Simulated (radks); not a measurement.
Results of a calculation; reference values are marked as such.
Charge is removed step by step from the 2p3/2 level of Mg, starting from [He] 2s2 2p(1/2: 2, 3/2: 4) 3s2. Level of theory: Dirac Kohn-Sham, BLYP, spin-unpolarised, spherical densities, finite nucleus; Fermi nuclear charge, rms radius 3.057 fm (a radial shooting solver on a logarithmic mesh with Libxc functionals).

removed (e),E - E(0) (eV),eigenvalue (eV),E minus straight line (eV)
0,0.000,-46.429,0.000
0.25,12.318,-52.171,-2.279
0.5,26.110,-58.209,-3.085
0.75,41.445,-64.519,-2.348
1,58.391,-71.085,0.000

Removing the whole electron costs 58.391 eV by Delta-SCF, against 46.429 eV from minus the eigenvalue at the starting occupation. Slater's transition state (half an electron removed) gives 58.209 eV. Integrating minus the eigenvalue over the occupation (Janak's theorem) gives 58.391 eV. The mean slope of the eigenvalue, de/dn, is 24.7 eV per electron.
